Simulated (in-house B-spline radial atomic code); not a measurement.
A fraction x of an electron is removed from 5p in Ho2+, starting from [Xe] 4f11 and keeping the highest spin. All numbers are computed (scalar-relativistic (X2C) TPSS, spin-polarised, spherical fractional occupations; Fermi nucleus of rms radius 5.2022 fm) with a radial B-spline atomic code at the basis-set limit, not measured.

| x | E(x) - E(0) (eV) | 5p down level (eV) |
| --- | --- | --- |
| 0 | 0.0000 | -39.796 |
| 0.04 | 1.6017 | -40.292 |
| 0.16 | 6.5263 | -41.787 |
| 0.26 | 10.7678 | -43.043 |
| 0.47 | 20.0856 | -45.704 |
| 0.5 | ? | ? |
| 0.62 | 27.0850 | -47.625 |
| 0.7 | 30.9362 | -48.655 |
| 0.84 | 37.8746 | -50.468 |
| 0.97 | ? | ? |
| 1 | 46.1161 | -52.553 |

(1) What belongs in the row x = 0.5?

(2) What belongs in the row x = 0.97?

(3) Check Janak's theorem between x = 0.04 and 0.16.

## Answers

(1) An energy change of 21.4624 eV; 5p down at -46.087 eV.

(2) An energy change of 44.5454 eV; 5p down at -52.161 eV.

(3) The slope of the energy is 41.04 eV; the orbital levels give 41.04 eV (-ε of the emptying orbital, averaged over the two points).
